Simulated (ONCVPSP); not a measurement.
# O, ONCV: configuration errors across variants

```json
{"Element": "O (Z = 8)", "Generator": "ONCVPSP 4.0.1", "Type": "optimised norm-conserving Vanderbilt (ONCV)", "Functional": "PBEsol", "Relativity": "scalar-relativistic", "Frozen core": "[He]", "Valence charge": "6", "Reference configuration": "2s2 2p3.5 (charge +0.5)", "Partial waves": "2s: rc 0.85 bohr, ncon 4, nbas 8, qcut 9.9 1/bohr, 2 projectors, debl 2.9 Ha; 2p: rc 1.40 bohr, ncon 3, nbas 6, qcut 9.9 1/bohr, 2 projectors, debl 3.3 Ha; d scattering state at 0.13 Ha: rc 0.85 bohr, ncon 4, nbas 7, qcut 10.1 1/bohr, local", "Local potential": "the d channel", "Core correction": "Teter function, fcfact 5, rcfact 1.5"}
```

All-electron excitation energies from the reference (eV): (1) 2s2 2p4 -6.254; (2) 2s2 2p3 10.106; (3) 2s2 2p2 43.583; (4) 2s2 2p1 97.290.

Errors AE − PS in meV (a dash: test not solved or not reliable):

| change | (1) | (2) | (3) | (4) | bound ghosts | GHOST(+) flags above zero |
| --- | --- | --- | --- | --- | --- | --- |
| base | +3.4 | +6.0 | +107 | +498 | none | none |
| core correction Teter function, fcfact 4, rcfact 1.5 | +3.3 | +6.0 | +107 | +498 | none | none |
| all radii but the core radius scaled by about 1.08 (s 0.92, p 1.50, d 0.92 bohr) | +3.9 | +7.3 | +127 | +582 | none | none |

Give the same row for: s: ncon 3, nbas 7.

+3.4, +6.0, +108, +503; bound ghosts: none; GHOST(+) flags above zero: none.
